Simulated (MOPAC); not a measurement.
MOPAC input (PM3):

```
PM3 1SCF UHF MS=0.5 GEO-OK AUX(PRECISION=9) THREADS=1
C4H2ISe

I     2.05262300 1   -0.38934900 1    0.07181500 1
C    -0.03647900 1   -0.17554900 1   -0.01012100 1
C    -0.89815400 1   -1.32950700 1   -0.10412900 1
C    -2.18740300 1   -0.95855900 1   -0.14310800 1
Se   -2.51582400 1    0.86836000 1   -0.06906000 1
C    -0.63567200 1    1.03827600 1    0.02224500 1
H    -0.53263100 1   -2.34463700 1   -0.13718700 1
H    -0.17212300 1    2.00790000 1    0.08972700 1
```

Output:

```
 *******************************************************************************
 **                                                                           **
 **                              MOPAC v23.2.5                                **
 **                                                                           **
 *******************************************************************************
 ** MOPAC's Digital Object Identifier: https://doi.org/10.5281/zenodo.6511958 **
 **                                                                           **
 ** Please cite the open-source release paper for use of this MOPAC version:  **
 ** J. E. Moussa and J. J. P. Stewart (2026)                                  **
 ** MOPAC: An open-source semiempirical molecular orbital program             **
 ** J. Open Source Softw., 11(119), 8025, https://doi.org/10.21105/joss.08025 **
 *******************************************************************************

                              PM3 CALCULATION RESULTS

 *******************************************************************************
 *  PM3        - The PM3 Hamiltonian to be used
 *  GEO-OK     - OVERRIDE INTERATOMIC DISTANCE AND OTHER SAFETY CHECKS
 *  UHF        - UNRESTRICTED HARTREE-FOCK CALCULATION
 *  MS=        - IN MECI, MAGNETIC COMPONENT OF SPIN =  0.5
 *  1SCF       - DO 1 SCF AND THEN STOP
 *  AUX        - OUTPUT AUXILIARY INFORMATION
 *******************************************************************************
PM3 1SCF UHF MS=0.5 GEO-OK AUX(PRECISION=9) THREADS=1
 C4H2ISe

   ATOM   CHEMICAL          X               Y               Z
  NUMBER   SYMBOL      (ANGSTROMS)     (ANGSTROMS)     (ANGSTROMS)

     1       I          2.05262300  *  -0.38934900  *   0.07181500  *
     2       C         -0.03647900  *  -0.17554900  *  -0.01012100  *
     3       C         -0.89815400  *  -1.32950700  *  -0.10412900  *
     4       C         -2.18740300  *  -0.95855900  *  -0.14310800  *
     5      Se         -2.51582400  *   0.86836000  *  -0.06906000  *
     6       C         -0.63567200  *   1.03827600  *   0.02224500  *
     7       H         -0.53263100  *  -2.34463700  *  -0.13718700  *
     8       H         -0.17212300  *   2.00790000  *   0.08972700  *

          CARTESIAN COORDINATES

    NO.       ATOM           X           Y           Z

     1         I          2.0526     -0.3893      0.0718
     2         C         -0.0365     -0.1755     -0.0101
     3         C         -0.8982     -1.3295     -0.1041
     4         C         -2.1874     -0.9586     -0.1431
     5        Se         -2.5158      0.8684     -0.0691
     6         C         -0.6357      1.0383      0.0222
     7         H         -0.5326     -2.3446     -0.1372
     8         H         -0.1721      2.0079      0.0897

  H: (PM3): J. J. P. STEWART, J. COMP. CHEM. 10, 209 (1989).
  C: (PM3): J. J. P. STEWART, J. COMP. CHEM. 10, 209 (1989).
 Se: (PM3): J. J. P. STEWART, J. COMP. CHEM. 12, 320-341 (1991).
  I: (PM3): J. J. P. STEWART, J. COMP. CHEM. 10, 209 (1989).

           Empirical Formula: C4 H2 I Se  =     8 atoms

      MOLECULAR POINT GROUP   :   Cs

          UHF CALCULATION, NO. OF ALPHA ELECTRONS =   16
                           NO. OF BETA  ELECTRONS =   15

 -------------------------------------------------------------------------------
 PM3 1SCF UHF MS=0.5 GEO-OK AUX(PRECISION=9) THREADS=1
 C4H2ISe

     1SCF WAS SPECIFIED, SO BFGS WAS NOT USED
     SCF FIELD WAS ACHIEVED

                              PM3 CALCULATION
                                                       MOPAC v23.2.5 Linux

          FINAL HEAT OF FORMATION =        113.89139 KCAL/MOL =     476.52158 KJ/MOL

          COSMO AREA              =        148.14 SQUARE ANGSTROMS
          COSMO VOLUME            =        145.33 CUBIC ANGSTROMS

          IONIZATION POTENTIAL    =          9.341618 EV
          ALPHA SOMO LUMO (EV)    =         -9.342 -1.735
          BETA  SOMO LUMO (EV)    =         -9.386 -1.869
          NO. OF ALPHA ELECTRONS  =         16
          NO. OF BETA  ELECTRONS  =         15
          MOLECULAR WEIGHT        =        255.9243         POINT GROUP:  Cs

          MOLECULAR DIMENSIONS (Angstroms)

            Atom       Atom       Distance
           Se     5    I     1     4.74050
            H     8    H     7     4.29943
            C     4    C     3     0.00000

          SCF CALCULATIONS        =          1

   ATOM   CHEMICAL          X               Y               Z
  NUMBER   SYMBOL      (ANGSTROMS)     (ANGSTROMS)     (ANGSTROMS)

     1       I          2.05262300  *  -0.38934900  *   0.07181500  *
     2       C         -0.03647900  *  -0.17554900  *  -0.01012100  *
     3       C         -0.89815400  *  -1.32950700  *  -0.10412900  *
     4       C         -2.18740300  *  -0.95855900  *  -0.14310800  *
     5      Se         -2.51582400  *   0.86836000  *  -0.06906000  *
     6       C         -0.63567200  *   1.03827600  *   0.02224500  *
     7       H         -0.53263100  *  -2.34463700  *  -0.13718700  *
     8       H         -0.17212300  *   2.00790000  *   0.08972700  *

                             CARTESIAN COORDINATES

   1    I        2.052623000    -0.389349000     0.071815000
   2    C       -0.036479000    -0.175549000    -0.010121000
   3    C       -0.898154000    -1.329507000    -0.104129000
   4    C       -2.187403000    -0.958559000    -0.143108000
   5   Se       -2.515824000     0.868360000    -0.069060000
   6    C       -0.635672000     1.038276000     0.022245000
   7    H       -0.532631000    -2.344637000    -0.137187000
   8    H       -0.172123000     2.007900000     0.089727000

           Empirical Formula: C4 H2 I Se  =     8 atoms

      MOLECULAR POINT GROUP   :   Cs

          ALPHA EIGENVALUES
 -36.85388 -27.89895 -22.89628 -19.27665 -18.01374 -16.69906 -14.95835 -14.57378
 -14.06543 -13.30735 -12.00571 -11.37076 -11.06416  -9.96868  -9.56233  -9.34162
  -1.73503  -1.42359  -0.62169  -0.40170   1.11028   2.69342   3.43490   4.05607
   4.44672   4.72372

           BETA EIGENVALUES
 -36.66233 -27.76179 -22.12081 -19.17892 -17.72529 -15.92039 -14.96875 -14.61615
 -13.88689 -12.95300 -11.71945 -10.54320 -10.17454  -9.60702  -9.38649  -1.86906
  -1.41062  -0.47515  -0.14847   0.33168   1.30304   2.58142   3.49417   4.09863
   4.46006   4.98746

              NET ATOMIC CHARGES AND DIPOLE CONTRIBUTIONS

  ATOM NO.   TYPE          CHARGE      No. of ELECS.   s-Pop       p-Pop
    1          I           0.034660        6.9653     1.98917     4.97617
    2          C          -0.080081        4.0801     1.25702     2.82306
    3          C          -0.110786        4.1108     1.17649     2.93430
    4          C          -0.147601        4.1476     1.36568     2.78192
    5         Se           0.240927        5.7591     1.86994     3.88914
    6          C          -0.247896        4.2479     1.22183     3.02606
    7          H           0.152905        0.8471     0.84710
    8          H           0.157871        0.8421     0.84213
 DIPOLE           X         Y         Z       TOTAL
 POINT-CHG.    -0.292     0.959     0.034     1.003
 HYBRID         1.237    -0.838     0.014     1.494
 SUM            0.945     0.121     0.048     0.954

          ATOMIC ORBITAL ELECTRON POPULATIONS

     Atom    s        px        py        pz
    1  I   1.98917   1.00830   1.98569   1.98218
    2  C   1.25702   0.87084   0.93147   1.02075
    3  C   1.17649   0.92167   0.98320   1.02942
    4  C   1.36568   0.92793   0.83395   1.02004
    5 Se   1.86994   1.05976   0.97153   1.85785
    6  C   1.22183   0.93120   1.01276   1.08209
    7  H   0.84710
    8  H   0.84213

                    (SZ)    =    0.500000
                    (S**2)  =    1.133947

          ATOMIC ORBITAL SPIN POPULATIONS

    Atom   Total    s     px     py     pz
         Atomic
    1  I -0.0440 -0.003 -0.048 -0.000  0.008
    2  C  0.4551  0.049  0.057  0.057  0.292
    3  C -0.5519 -0.034 -0.063 -0.054 -0.402
    4  C  1.4865  0.231  0.395  0.384  0.477
    5 Se  0.0209  0.004  0.050 -0.028 -0.005
    6  C -0.4465 -0.028 -0.018 -0.034 -0.367
    7  H  0.0480  0.048
    8  H  0.0318  0.032

 **********************
 *                    *
 * JOB ENDED NORMALLY *
 *                    *
 **********************

 == MOPAC DONE ==
```

The geometry given is a B3LYP-D3(BJ)/def2-TZVP minimum.

The determinant is spin-contaminated: <S^2> is 1.13 against 0.75 for a pure state.
